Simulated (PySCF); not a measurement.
**SrS from Hartree–Fock to correlated methods**

State: ¹Σ⁺ (singlet), closed shell. Set-up: Sr x2c-TZVPPall, S x2c-TZVPPall; spin-free X2C with a Gaussian nucleus (PySCF 2.14). De refers to Sr + S in their high-spin ground configurations, without counterpoise correction. A positive dipole means Sr(−)S(+).

```json
{"Level": "RHF", "Re (Å)": "2.461", "ωe (cm⁻¹)": "410", "De (eV)": "1.50", "μ (D)": "-13.45", "CPU s a point (SCF and correlation, without the integrals)": "1.6"}
{"Level": "RHF-MP2", "Re (Å)": "2.430", "ωe (cm⁻¹)": "396", "De (eV)": "3.36", "μ (D)": "n/a", "CPU s a point (SCF and correlation, without the integrals)": "2.8"}
{"Level": "RHF-SCS-MP2", "Re (Å)": "2.441", "ωe (cm⁻¹)": "392", "De (eV)": "3.16", "μ (D)": "n/a", "CPU s a point (SCF and correlation, without the integrals)": "n/a"}
{"Level": "RHF-CCSD", "Re (Å)": "2.439", "ωe (cm⁻¹)": "401", "De (eV)": "2.89", "μ (D)": "n/a", "CPU s a point (SCF and correlation, without the integrals)": "n/a"}
{"Level": "RHF-CCSD(T)", "Re (Å)": "2.451", "ωe (cm⁻¹)": "383", "De (eV)": "3.14", "μ (D)": "n/a", "CPU s a point (SCF and correlation, without the integrals)": "120"}
{"Level": "LDA", "Re (Å)": "2.406", "ωe (cm⁻¹)": "405", "De (eV)": "4.46", "μ (D)": "-9.29", "CPU s a point (SCF and correlation, without the integrals)": "2.5"}
{"Level": "PBE", "Re (Å)": "2.435", "ωe (cm⁻¹)": "391", "De (eV)": "3.92", "μ (D)": "-9.48", "CPU s a point (SCF and correlation, without the integrals)": "4"}
{"Level": "PBEsol", "Re (Å)": "2.416", "ωe (cm⁻¹)": "401", "De (eV)": "4.20", "μ (D)": "-9.48", "CPU s a point (SCF and correlation, without the integrals)": "2.5"}
{"Level": "PW91", "Re (Å)": "2.434", "ωe (cm⁻¹)": "392", "De (eV)": "3.98", "μ (D)": "-9.50", "CPU s a point (SCF and correlation, without the integrals)": "2.6"}
{"Level": "TPSS", "Re (Å)": "2.436", "ωe (cm⁻¹)": "395", "De (eV)": "4.00", "μ (D)": "-9.94", "CPU s a point (SCF and correlation, without the integrals)": "4.5"}
{"Level": "r²SCAN", "Re (Å)": "2.428", "ωe (cm⁻¹)": "403", "De (eV)": "4.04", "μ (D)": "-10.38", "CPU s a point (SCF and correlation, without the integrals)": "4.4"}
{"Level": "PBE0", "Re (Å)": "2.419", "ωe (cm⁻¹)": "408", "De (eV)": "3.64", "μ (D)": "-10.63", "CPU s a point (SCF and correlation, without the integrals)": "7.3"}
{"Level": "HSE06", "Re (Å)": "2.423", "ωe (cm⁻¹)": "405", "De (eV)": "3.61", "μ (D)": "-10.52", "CPU s a point (SCF and correlation, without the integrals)": "8.9"}
```

**Question.** What are the measured Re and ωe, and which levels come closest?

**Answer.** Re = 2.4405 Å and ωe = 388.38 cm⁻¹ (Huber and Herzberg, Constants of Diatomic Molecules (1979)). Closest are RHF-SCS-MP2 for the length (off by 0.000 Å) and PBE for the frequency (off by 0.6 %).

| Level | error in Re (pm) | error in ωe (%) |
| --- | --- | --- |
| RHF | 2.1 | 5.5 |
| RHF-MP2 | -1.0 | 2.1 |
| RHF-SCS-MP2 | 0.0 | 1.0 |
| RHF-CCSD | -0.1 | 3.2 |
| RHF-CCSD(T) | 1.0 | -1.3 |
| LDA | -3.4 | 4.2 |
| PBE | -0.6 | 0.6 |
| PBEsol | -2.4 | 3.2 |
| PW91 | -0.6 | 1.0 |
| TPSS | -0.4 | 1.8 |
| r²SCAN | -1.3 | 3.9 |
| PBE0 | -2.2 | 5.1 |
| HSE06 | -1.7 | 4.2 |

Correlated steps freeze 14 core orbitals. Where the molecule has an RHF reference, its open-shell atoms are computed with UHF. The CCSD T1 diagnostic is raised, a sign that a single reference may not be enough here.

The whole job (state search and all levels along the bond) took about 16 min on 2 threads of Arm Neoverse V2 (shared host), peak memory 6.1 GiB.
